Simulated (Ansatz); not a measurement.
Calculation: PBE0-D3(BJ)/def2-TZVP (Ansatz, an electronic-structure program). No frequencies were computed at this level.

Ansatz 0.2 input:
```yaml
crystal:
  periodic: [false, false, false]
  atoms:
    - { symbol: B, position_ang: [1.064504, 0.12103, -0.098495] }
    - { symbol: B, position_ang: [-0.472626, -0.253559, 0.389492] }
    - { symbol: O, position_ang: [-1.658453, 0.007189, -0.184277] }
    - { symbol: H, position_ang: [1.612127, 1.099424, 0.245764] }
    - { symbol: H, position_ang: [1.713053, -0.610076, -0.74745] }
    - { symbol: H, position_ang: [-0.604997, -0.851959, 1.407622] }
    - { symbol: H, position_ang: [-1.653607, 0.48795, -1.012656] }
basis:
  gaussian: { orbitals: def2-tzvp }
hamiltonian:
  xc: pbe0
  dispersion: d3bj
relax:
  max_steps: 150
```

Output:

```
Functional definition: PBE0
665 factors; their error is unknown
mean field evaluation 1: about -3457.4728 eV, gradient 4.7e1 eV
mean field evaluation 2: about -3453.2825 eV, gradient 6.9e1 eV
mean field evaluation 4: about -3461.5234 eV, gradient 1.5e0 eV
mean field evaluation 8: about -3461.5313 eV, gradient 6.8e-2 eV
mean field evaluation 16: about -3461.5280 eV, gradient 1.8e-5 eV
mean field -3461.52804987 eV, -127.2088095247 hartree, gradient 1.8e-5 eV, S^2 0.000000; 0 other end points of the search recorded, 0 dependent functions left out
reference -3461.52807938 eV, -127.2088106094 hartree; 11, 11 occupied and 106, 106 virtual orbitals, 665 factors
relax step   1: F+E_penalty+E_count = -3461.59680587 eV  Δ(F+E_penalty+E_count) = +0.000e0 eV  max|allowed force component| = 7.003e-1 eV/Å  Δτ_max = 0.0000 Å  (26 SCF iters, accepted)
these checks for a lower state are left out or cut short: starts, cluster_reference, orbital_swaps, neighbouring_geometries, increment
665 factors; their error is unknown
mean field -3461.56205900 eV, -127.2100593370 hartree, gradient 6.0e-6 eV, S^2 0.000000; 0 other end points of the search recorded, 0 dependent functions left out
reference -3461.56208853 eV, -127.2100604226 hartree; 11, 11 occupied and 106, 106 virtual orbitals, 665 factors
relax step   2: F+E_penalty+E_count = -3461.63068153 eV  Δ(F+E_penalty+E_count) = -3.388e-2 eV  max|allowed force component| = 3.348e-1 eV/Å  Δτ_max = 0.0263 Å  (30 SCF iters, accepted)
these checks for a lower state are left out or cut short: starts, cluster_reference, orbital_swaps, neighbouring_geometries, increment
665 factors; their error is unknown
mean field -3461.56585821 eV, -127.2101989556 hartree, gradient 6.0e-6 eV, S^2 0.000000; 0 other end points of the search recorded, 0 dependent functions left out
reference -3461.56588773 eV, -127.2102000405 hartree; 11, 11 occupied and 106, 106 virtual orbitals, 665 factors
relax step   3: F+E_penalty+E_count = -3461.63444752 eV  Δ(F+E_penalty+E_count) = -3.766e-3 eV  max|allowed force component| = 1.626e-1 eV/Å  Δτ_max = 0.0173 Å  (30 SCF iters, accepted)
these checks for a lower state are left out or cut short: starts, cluster_reference, orbital_swaps, neighbouring_geometries, increment
665 factors; their error is unknown
mean field evaluation 32: about -3461.5683 eV, gradient 7.7e-1 eV
mean field -3461.56724670 eV, -127.2102499815 hartree, gradient 5.9e-6 eV, S^2 0.000000; 0 other end points of the search recorded, 0 dependent functions left out
reference -3461.56727624 eV, -127.2102510673 hartree; 11, 11 occupied and 106, 106 virtual orbitals, 665 factors
relax step   4: F+E_penalty+E_count = -3461.63587787 eV  Δ(F+E_penalty+E_count) = -1.430e-3 eV  max|allowed force component| = 2.572e-1 eV/Å  Δτ_max = 0.0093 Å  (31 SCF iters, accepted)
these checks for a lower state are left out or cut short: starts, cluster_reference, orbital_swaps, neighbouring_geometries, increment
665 factors; their error is unknown
mean field -3461.56847937 eV, -127.2102952814 hartree, gradient 5.9e-6 eV, S^2 0.000000; 0 other end points of the search recorded, 0 dependent functions left out
reference -3461.56850887 eV, -127.2102963655 hartree; 11, 11 occupied and 106, 106 virtual orbitals, 665 factors
relax step   5: F+E_penalty+E_count = -3461.63714581 eV  Δ(F+E_penalty+E_count) = -1.268e-3 eV  max|allowed force component| = 4.275e-2 eV/Å  Δτ_max = 0.0055 Å  (31 SCF iters, accepted)
these checks for a lower state are left out or cut short: starts, cluster_reference, orbital_swaps, neighbouring_geometries, increment
665 factors; their error is unknown
mean field -3461.56856868 eV, -127.2102985635 hartree, gradient 5.9e-6 eV, S^2 0.000000; 0 other end points of the search recorded, 0 dependent functions left out
reference -3461.56859817 eV, -127.2102996471 hartree; 11, 11 occupied and 106, 106 virtual orbitals, 665 factors
relax step   6: F+E_penalty+E_count = -3461.63724386 eV  Δ(F+E_penalty+E_count) = -9.805e-5 eV  max|allowed force component| = 1.658e-2 eV/Å  Δτ_max = 0.0021 Å  (31 SCF iters, accepted)
these checks for a lower state are left out or cut short: starts, cluster_reference, orbital_swaps, neighbouring_geometries, increment
665 factors; their error is unknown
mean field -3461.56858706 eV, -127.2102992388 hartree, gradient 5.9e-6 eV, S^2 0.000000; 0 other end points of the search recorded, 0 dependent functions left out
reference -3461.56861654 eV, -127.2103003224 hartree; 11, 11 occupied and 106, 106 virtual orbitals, 665 factors
relax step   7: F+E_penalty+E_count = -3461.63726271 eV  Δ(F+E_penalty+E_count) = -1.885e-5 eV  max|allowed force component| = 1.081e-2 eV/Å  Δτ_max = 0.0017 Å  (31 SCF iters, accepted)
these checks for a lower state are left out or cut short: starts, cluster_reference, orbital_swaps, neighbouring_geometries, increment
665 factors; their error is unknown
mean field evaluation 64: about -3461.5686 eV, gradient 4.6e-3 eV
mean field -3461.56861791 eV, -127.2103003726 hartree, gradient 5.9e-6 eV, S^2 0.000000; 0 other end points of the search recorded, 0 dependent functions left out
reference -3461.56864740 eV, -127.2103014564 hartree; 11, 11 occupied and 106, 106 virtual orbitals, 665 factors
relax step   8: F+E_penalty+E_count = -3461.63728459 eV  Δ(F+E_penalty+E_count) = -2.188e-5 eV  max|allowed force component| = 3.435e-3 eV/Å  Δτ_max = 0.0033 Å  (31 SCF iters, accepted)
665 factors; their error is unknown
mean field -3461.56861791 eV, -127.2103003726 hartree, gradient 5.9e-6 eV, S^2 0.000000; 1 other end points of the search recorded, 0 dependent functions left out
reference -3461.56864740 eV, -127.2103014564 hartree; 11, 11 occupied and 106, 106 virtual orbitals, 665 factors
Total energy: -3461.63731408 eV, -127.2128249104 hartree
Atom 0 at     1.054844     0.124402    -0.105885 Å, force     0.003435     0.000785    -0.001006 eV/Å
Atom 1 at    -0.493513    -0.256066     0.390678 Å, force    -0.002922    -0.000004    -0.000000 eV/Å
Atom 2 at    -1.688249     0.011799    -0.194221 Å, force     0.000981    -0.000639     0.001225 eV/Å
Atom 3 at     1.611659     1.123123     0.257656 Å, force    -0.000711    -0.000725     0.000232 eV/Å
Atom 4 at     1.716552    -0.632693    -0.760554 Å, force    -0.000715     0.000074     0.000664 eV/Å
Atom 5 at    -0.578022    -0.865753     1.433301 Å, force     0.000530     0.000043    -0.000150 eV/Å
Atom 6 at    -1.623270     0.495187    -1.020977 Å, force    -0.000597     0.000466    -0.000964 eV/Å
Dipole moment:     0.055677     0.166882    -0.282012 e Å
```

Cost: about 17 core-seconds (a rough figure).
